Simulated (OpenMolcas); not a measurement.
Tb4+: effect of the metal basis and ligand basis

Tb4+ with 8 ligands (fluoride) in cubic eightfold coordination (Oh) at 2.19 Å. A charge of +0.5 e stands 3.2 Å behind each ligand.

```yaml
Program: OpenMolcas
Method: CASSCF
Spin-orbit_coupling: state interaction with AMFI integrals over the reference wave functions
```

Fixed: active space 7 electrons in 7 orbitals (4f), DKH2 Hamiltonian.

States (labels of O, the rotations of Oh). Energies in cm-1 above the lowest state or level, χT in cm3 K/mol.

| Run | Metal basis | Ligand basis | Ground state | χT at 300 K | Cost |
| --- | --- | --- | --- | --- | --- |
| A | ANO-RCC-VDZP | ANO-RCC-VDZP | 8A1 | 7.841 | roughly 90 core-seconds |
| B | ANO-RCC-VTZP | ANO-RCC-VDZP | 8A1 | 7.843 | roughly 2 core-minutes |
| C | ANO-RCC-VTZP | ANO-RCC-VTZP | 8A1 | 7.843 | roughly 4 core-minutes |

Costs are those of the RASSCF and RASSI steps.

No quartet enters the spin-orbit mixing, so the splitting and order within the octet and the sextets are unsound, and g values and χT are rough. No measured value stands beside these numbers; the geometry was imposed, not optimised, and the real ion may take another.
